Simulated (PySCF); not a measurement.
# How methods differ on the excitation energy of Tc²⁺

Tc²⁺ [Kr] 4d5 (6S) → Tc²⁺ [Kr] 4d4 5s1 (6D), as a difference of total energies. Computed with PySCF 2.14 in def2-TZVPPD with the def2 core potential (28 electrons), with scalar relativity through the core potential. Correlated levels: valence: 4s2 4p6 frozen; valence and next inner shell: nothing frozen outside the core potential. The calculations carry no spin-orbit coupling.

```
                                method  excitation energy (cm⁻¹)
                                   UHF                     46570
                                   LDA                     42213
                                   PBE                     43087
                                  PBE0                     45245
                                r2SCAN                     44493
                                   M06                     50141
                                 M06-L                     50707
                                 TPSSh                     44509
                                B2PLYP                     45525
                         MP2 (valence)                     47939
                     SCS-MP2 (valence)                     47026
    MP2 (valence and next inner shell)                     46380
SCS-MP2 (valence and next inner shell)                     46175
```
